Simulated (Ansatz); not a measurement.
```xyz
13

C     1.0726    0.3346   -1.0522
N     0.0157   -0.0666   -0.1503
C    -0.6085   -1.3140   -0.5317
Hf   -0.4672    0.9567    1.5097
F    -2.3008    0.5844    1.9028
F    -0.0763    2.7998    1.1839
F     0.6263    0.3312    2.9539
H     1.5124    1.2880   -0.7444
H     0.6947    0.4641   -2.0752
H     1.8786   -0.4106   -1.0843
H    -1.0506   -1.2471   -1.5348
H     0.1149   -2.1402   -0.5388
H    -1.4119   -1.5803    0.1615
```

The species carries charge 0 and has multiplicity 1. Hf takes the def2 core potential.

(1) List the PBE/def2-TZVPP orbital energies in eV (Ansatz). (Estimate.)

Answers

(1) The calculation gave: Occupied: -659.48, -659.48, -659.25, -380.61, -269.91, -269.90, -64.41, -34.81, -34.63, -34.24, -28.29, -27.70, -27.61, -22.48, -17.94, -15.25, -11.84, -11.51, -11.46, -10.67, -10.54, -10.43, -10.07, -10.02, -9.84, -9.80, -9.61, -9.44, -9.38, -9.30, -8.13, -5.70. Lowest empty: -1.24, -1.10, -0.59, -0.18, -0.16, 0.16, 0.94, 1.52.
